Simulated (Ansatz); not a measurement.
Cartesian coordinates in Å:
```
C 2.0168 -0.0606 0.1552
Ga 0.1059 -0.3083 -0.1872
C -1.1630 0.6526 -1.3394
O -0.8101 -0.0781 1.7772
F -0.4362 -2.0180 0.1409
H 2.2550 0.9873 0.3489
H 2.3239 -0.6545 1.0177
H 2.6056 -0.3848 -0.7061
H -2.1701 0.2439 -1.2336
H -1.1886 1.7200 -1.1062
H -0.8752 0.5561 -2.3890
H -1.6582 0.3766 1.7644
H -1.0059 -1.0322 1.7571
```

Charge 0, multiplicity 1.

Problem. List the r2SCAN/def2-TZVPP orbital energies in eV (Ansatz 0.2.0). (Best estimate.)

Solution. The calculation gave: Occupied: -10121.45, -1243.58, -1100.02, -1099.93, -1099.90, -663.93, -517.48, -272.44, -272.31, -147.27, -100.21, -100.00, -99.88, -28.63, -28.14, -19.91, -19.76, -19.74, -19.65, -19.63, -17.47, -17.25, -15.18, -11.91, -10.72, -10.04, -9.93, -9.75, -9.66, -9.24, -8.43, -8.27, -7.92, -6.55. Lowest empty: -0.15, 0.51, 1.39, 1.96, 2.44, 2.70, 3.07, 3.29.
